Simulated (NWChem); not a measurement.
## Correlation energy of H2Ge

```
Ge
H 1 1.6055
H 1 1.6055 2 90.73
```
Charge 0, spin multiplicity 1.

The numbers come from NWChem runs, not from measurements. The geometry was optimised at B3LYP/def2-SVP, a minimum by its harmonic frequencies.

Basis set: 6-31G*. Each correlation energy counts from its own Hartree-Fock reference.

The Hamiltonian is non-relativistic. The correlated methods keep 9 core orbitals frozen. The Pople sets run with spherical d functions. The structure started from a generated list of species. No row is a measurement; the coupled-cluster row has its own basis-set and correlation limits.

```
method        correlation energy (mHa)
------------  ------------------------
MP2                             -232.9
SCS-MP2                         -220.3
CR-CCSD[T]                           ?
CR-CCSD(T)                      -245.5
CCSD                            -241.9
CCSD+T(CCSD)                    -246.7
CCSD(T)                              ?
CCSDT                                ?
```

What belongs in the gaps?


- CR-CCSD[T], correlation energy (mHa): -245.9
- CCSD(T), correlation energy (mHa): -246.2
- CCSDT, correlation energy (mHa): -246.5
